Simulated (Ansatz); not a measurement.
Zn₆O₁₀H₈⁻. Charge -1, multiplicity 2. Geometry PBE-D4/def2-SVP, that of the neutral singlet; atoms count from 1.

```xyz
24

Zn    1.813   -0.237   -0.364
Zn   -1.947    1.094    0.720
Zn   -1.290   -1.693    0.728
Zn    0.394    0.151    2.050
Zn   -0.074    1.640   -1.321
Zn   -1.672   -0.718   -1.518
O     1.708   -1.828   -1.363
O     1.878    1.564   -1.312
O    -0.915   -2.485   -1.040
O    -0.129    0.141    0.083
O     2.292    0.059    1.594
O    -0.425   -1.641    2.468
O    -0.984    0.592   -2.777
O    -1.481    2.676   -0.417
O    -2.787   -0.518    0.102
O    -1.075    1.393    2.507
H     2.358   -2.515   -1.136
H     2.307    1.558   -2.187
H     0.082   -2.377   -1.194
H     2.773    0.900    1.708
H     0.224   -2.357    2.597
H    -0.319    0.152   -3.341
H    -1.139    3.393    0.148
H    -1.590    1.056    3.264
```

Single mean-field runs in def2-TZVP are fitted with def2-universal-jkfit. The highest occupied level of the charge -1 doublet lies above zero (up to 0.63 eV). By energy differences its removal costs 0.58 eV (vertical, to the charge 0 singlet, at PBE0-D4/def2-TZVP); self-interaction error and the lack of diffuse functions both raise the level.

(1) Estimate the Mulliken populations from the PBE0/def2-TZVP orbitals of Ansatz.

(2) Where does the spin sit?

(3) And the Mayer bond orders between bonded heavy atoms (over 0.3)?

Results:

(1) 
| atom | charge (e) | spin (α − β) | d electrons |
| --- | --- | --- | --- |
| Zn1 | 0.70 | 0.10 | 10.05 |
| Zn2 | 0.62 | 0.19 | 10.06 |
| Zn3 | 0.62 | 0.18 | 10.04 |
| Zn4 | 0.73 | 0.13 | 10.07 |
| Zn5 | 0.70 | 0.15 | 10.06 |
| Zn6 | 0.63 | 0.19 | 10.05 |
| O7 | -0.79 | -0.01 | – |
| O8 | -0.71 | -0.02 | – |
| O9 | -0.72 | -0.01 | – |
| O10 | -0.99 | 0.01 | – |
| O11 | -0.71 | -0.02 | – |
| O12 | -0.70 | -0.03 | – |
| O13 | -0.69 | -0.02 | – |
| O14 | -0.71 | -0.02 | – |
| O15 | -0.73 | -0.01 | – |
| O16 | -0.69 | -0.03 | – |
| H17 | 0.29 | 0.01 | – |
| H18 | 0.30 | 0.03 | – |
| H19 | 0.36 | 0.01 | – |
| H20 | 0.30 | 0.03 | – |
| H21 | 0.29 | 0.04 | – |
| H22 | 0.30 | 0.04 | – |
| H23 | 0.30 | 0.03 | – |
| H24 | 0.30 | 0.03 | – |
Mulliken values and Mayer orders depend strongly on the basis.

(2) Summed by element: Zn 0.95, O -0.16, H 0.21, of 1 unpaired in all. Largest on single atoms: Zn2 0.19, Zn6 0.19, Zn3 0.18.

(3) Zn1–O7 0.72 (1.88 Å); Zn1–O8 0.42 (2.04 Å); Zn1–O11 0.47 (2.04 Å); Zn2–O14 0.46 (2.00 Å); Zn2–O15 0.71 (1.92 Å); Zn2–O16 0.43 (2.01 Å); Zn3–O9 0.54 (1.97 Å); Zn3–O12 0.50 (1.94 Å); Zn3–O15 0.57 (2.00 Å); Zn4–O11 0.50 (1.95 Å); Zn4–O12 0.44 (2.01 Å); Zn4–O16 0.55 (1.98 Å); Zn5–O8 0.54 (1.95 Å); Zn5–O13 0.45 (2.01 Å); Zn5–O14 0.49 (1.97 Å); Zn6–O9 0.53 (1.98 Å); Zn6–O13 0.53 (1.94 Å); Zn6–O15 0.61 (1.98 Å).
